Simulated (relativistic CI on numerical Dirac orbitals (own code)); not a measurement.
Computed by Dirac-Coulomb-Breit CI, separate exchange-only KLI orbitals for each configuration, model QED (radiative potential, 1s self-energy scaled to tabulated hydrogen-like ionisation energies), unscaled Slater integrals (own radial code, finite nucleus).

The strongest absorption lines from the ground level of an ion, among the configurations computed and to levels below about 220 eV (vacuum wavelength in nm, gf): 6.0310 (0.19), 11.556 (0.012), 12.563 (0.008), 13.703 (1.8), 14.534 (0.068), 16.687 (0.23), 18.546 (0.058), 22.172 (0.32).

(1) Which ion is it?
A. Te²⁰⁺
B. Sn¹⁸⁺
C. Sn²⁰⁺
D. Sn¹⁶⁺

## Answers

(1) B. Sn¹⁸⁺ has 32 electrons and the ground level 4s2 4p2 3P_0; the strongest line goes to 4s2 4p 4d 3D°_1. The pattern of lines fixes the number of electrons, and along that sequence the line energies rise steadily with the charge (about as its square where n changes within one kind of shell, about linearly where n is kept but much faster in heavy ions where fine structure, which grows about as Z⁴, sets the gap, and irregularly where shells cross), which fixes Z. Configurations outside the model, such as inner-shell arrays, can give stronger lines. At this charge energies of transitions that change n are usually good to better than 1 %, and those within a shell (Δn = 0) to a few per cent.

LS names give the leading component of a level, which can be under half, so a name can repeat, a term be missing and a line seem to break the LS rules.
